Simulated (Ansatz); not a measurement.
`C[SiH](C)O[SiH](C)O[Si](C)(C)C` with charge -1. Charge -1, multiplicity 2. Geometry r2SCAN-D4/def2-SVP, that of the neutral singlet.

```csv
atom,x (Å),y (Å),z (Å)
C1,2.0669,1.9412,1.2962
Si2,1.9313,1.2016,-0.4141
C3,2.8587,2.2248,-1.6747
O4,0.3122,1.1580,-0.8259
Si5,-0.8072,0.2280,-1.6306
C6,-0.0693,-0.5027,-3.1754
O7,-1.3084,-1.0077,-0.6512
Si8,-1.5440,-1.2633,0.9940
C9,-2.9130,-2.5281,1.1551
C10,-2.0177,0.3614,1.8051
C11,0.0538,-1.9230,1.7215
H12,3.1178,2.0070,1.6227
H13,1.5200,1.3382,2.0388
H14,1.6413,2.9580,1.3107
H15,2.4728,-0.1976,-0.4117
H16,2.7790,1.7840,-2.6815
H17,3.9300,2.2953,-1.4233
H18,2.4516,3.2482,-1.7207
H19,-1.9580,1.1246,-1.9333
H20,0.7955,-1.1393,-2.9245
H21,-0.8046,-1.1306,-3.7037
H22,0.2690,0.2834,-3.8696
H23,-3.8475,-2.1562,0.7038
H24,-3.1196,-2.7688,2.2110
H25,-2.6434,-3.4653,0.6410
H26,-2.9637,0.7514,1.3932
H27,-1.2393,1.1232,1.6329
H28,-2.1486,0.2482,2.8944
H29,-0.0561,-2.1539,2.7943
H30,0.3668,-2.8471,1.2076
H31,0.8737,-1.1931,1.6180
```

At HF/def2-SVP, PBE-D4/def2-SVP, PBE0-D4/def2-SVP the highest occupied level of the charge -1 doublet lies above zero (up to 3.81 eV). By energy differences it is unbound by 4.04 eV (vertical, against the charge 0 singlet, at HF/def2-SVP) and held by the finite basis.

(1) Estimate the α-spin orbital energies around the gap (eV) in Ansatz with HF/def2-SVP, PBE-D4/def2-SVP, PBE0-D4/def2-SVP.

## Answers

(1) 
```csv
orbital,HF/def2-SVP,PBE-D4/def2-SVP,PBE0-D4/def2-SVP
HOMO−5,-8.82,-3.88,-5.26
HOMO−4,-8.43,-3.42,-4.81
HOMO−3,-8.08,-3.19,-4.60
HOMO−2,-7.73,-3.00,-4.45
HOMO−1,-7.39,-2.83,-4.22
HOMO,3.81,3.67,3.63
LUMO,7.13,4.01,4.63
LUMO+1,7.56,4.19,4.96
LUMO+2,8.17,4.36,5.23
LUMO+3,8.71,4.61,5.46
LUMO+4,8.95,4.77,5.67
LUMO+5,9.08,5.10,5.95
β HOMO,-7.31,-2.80,-4.19
β LUMO,7.27,3.84,4.67
```
